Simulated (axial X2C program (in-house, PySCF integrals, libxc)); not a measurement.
**Nuclear properties of TaSi⁻**

Calculated with an axial X2C code built on PySCF integrals: two-component X2C with atomic mean-field Coulomb and Gaunt terms, Gaussian nuclei, basis Ta dyall-acv3z, Si dyall-av3z with contracted cores.

R = 2.287 Å (near the PBE0 minimum at charge -1 of the determinant lowest at the starting distance; the state shown can have its own minimum elsewhere).

Input and command:
```json
{"zs": [73, 14], "q": -1, "bas": ["dyall-acv3z", "dyall-av3z"], "r0": 2.62, "levels": ["PBE0", "HF", "BHandHLYP", "BP86", "PBE"], "nst": 3}
```
```bash
python soeom.py task.json out
```

Keys: zs atomic numbers; q charge; bas basis sets; r0 starting distance in Å; levels methods; nst determinants followed.

Determinant lowest in the PBE0 search, Ω = 1 (⟨Sz⟩ = -0.96, ⟨Lz⟩ = 1.96 at PBE0), spin on the atoms Ta -1.15, Si 0.19:

| level | Eeff magnitude (GV/cm) | Ws magnitude Ta (kHz) | A∥/gI Ta (MHz) | qzz Ta (a.u.) | A∥/gI Si (MHz) | qzz Si (a.u.) |
| --- | --- | --- | --- | --- | --- | --- |
| PBE0 | 0.399 | 2.11 | 178 | -2.94 | -63 | -0.05 |
| HF | 80.9 | 84.7 | -1200 | -3.19 | -74.3 | 0.08 |
| BHandHLYP | 12.5 | 15.2 | 365 | -2.67 | -71.1 | 0.01 |
| BP86 | 4.63 | 2.43 | 107 | -3.65 | -48.9 | -0.07 |
| PBE | 4.91 | 2.72 | 195 | -3.63 | -50.3 | -0.07 |

Determinant 0.37 eV from it at PBE0 and this distance, Ω = 0 (closed shell), highest spinor 53% Ta d, 28% Si p, 7% Ta s:

```tsv
level	qzz Ta (a.u.)	qzz Si (a.u.)
PBE0	-8.92	-0.86
HF	-5.03	-1.62
BHandHLYP	-8.14	-0.99
BP86	-9.50	-0.79
PBE	-9.47	-0.79
```

Eeff is the effective electric field on the electron electric dipole moment in this Ω state and Ws the scalar–pseudoscalar constant of the nucleus named (defined with the proton number Z and per Ω); A∥ (defined per Ω) follows by multiplying with gI = μI/(I μN); qzz is the electric field gradient, eQq0 = 234.96 MHz × Q/barn × qzz. The operators were transformed with the bare-nucleus X2C matrices; with these basis sets, hyperfine constants and field gradients can be off by tens of per cent, and where levels differ in sign neither size nor sign is settled.

**Question.** With Q(181Ta) = 3.17 barn, gI(29Si) = -1.1106 (g factors from the IAEA table of nuclear moments by Stone; Q from Pyykkö, Mol. Phys. 2018), turn the PBE0 values of the first state into constants in MHz.

**Answer.** eQq0(181Ta) = 234.96 × (3.17) × (-2.94) = -2190 MHz; A∥(29Si) = -63 × -1.1106 = 70 MHz.

Each state is one determinant with collinear spin, which with several unpaired electrons need not be a pure state. Unrestricted Hartree–Fock can overshoot spin polarisation at the nuclei. In the state Ω = 1 the sign of Eeff differs between levels (HF, BHandHLYP against PBE0). For an anion, determinants above electron detachment, or with a positive highest level, are held by the basis set. With several open shells hyperfine constants can be off by a factor of several. Where Eeff spreads by more than a factor of two the levels disagree and none is to be relied on. Open-shell Ω = 0 determinants with evenly filled partner blocks cannot be reached by this program, so the Ω shown need not be the lowest component. States lie within half an eV, so the first need not be the ground state. The sign of Ws at Ta differs between levels in the first state. Further determinants of the search, some of them spin-mixed, are not shown. Where a field gradient or hyperfine factor spreads by more than a factor of two over the levels, a constant derived from it is not to be relied on. PBE0 term energies can be off by some tenths of an eV.
